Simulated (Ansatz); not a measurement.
Mulliken charges of AlBrClF (`[F][Al]([Cl])[Br]`) from r2SCAN/def2-TZVPP in Ansatz (PBE0-D4/def2-TZVP geometry).

```tsv
atom	x (Å)	y (Å)	z (Å)	charge (e)
F1	0.276	0.531	1.633	-0.323
Al2	0.052	-0.001	0.105	0.711
Cl3	1.153	-1.617	-0.563	-0.209
Br4	-1.425	1.027	-1.196	-0.180
```

Task: By hand: the dipole of these point charges (1 e Å = 4.8032 D).

Result: Σ q r = (-0.037, -0.019, -0.120) e Å, of length 0.127 e Å = 0.61 D.

Task: How does the dipole of the full density compare? (Estimate.)

Result: Ansatz gave: (-0.035, -0.013, -0.102) e Å, 0.52 D; the point charges give 1.17 times that, at 2° from its direction.

Point charges leave out the atoms' own dipoles, such as those of lone pairs, and Mulliken's split depends on the basis, so the two needn't agree.
